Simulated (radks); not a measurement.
Problem. The nitrogen anion N3-, [Ne], held by a Watson sphere: a shell of charge +3 at radius R that stands for the Madelung well of a crystal (potential energy -3/R inside, -3/r outside, in hartree with lengths in bohr). Calculated with a radial shooting solver on a logarithmic mesh with Libxc functionals: non-relativistic Kohn-Sham, LDA (Slater exchange, Perdew-Wang correlation), spin-polarised, spherical densities, point nucleus. Response by self-consistent Sternheimer equations with the Hartree and adiabatic LDA kernel. The sphere does not respond.

R (bohr)  e(1s) (eV)  e(2s) (eV)  e(2p) (eV)  <r> 2p (bohr)  sum of <r^2> (bohr^2)  X-ray form factor at sin(theta)/lambda = 0.1 1/angstrom  alpha (bohr^3)
1.68         -373.52     -20.087      -8.813          1.615                  24.91                                                    8.411           14.17
2.39         -374.81     -16.671      -6.380          1.911                  34.43                                                    7.948           32.19
2.56         -374.94     -16.074      -5.919          1.979                  36.87                                                    7.845           38.91
2.78         -375.05     -15.413      -5.386          2.067                  40.17                                                    7.715           49.51

Estimate the row for R = 2.23 bohr.

Solution. e(1s) (eV) -374.63; e(2s) (eV) -17.307; e(2p) (eV) -6.856; <r> 2p (bohr) 1.846; sum of <r^2> (bohr^2) 32.19; X-ray form factor at sin(theta)/lambda = 0.1 1/angstrom 8.049; alpha (bohr^3) 26.86.
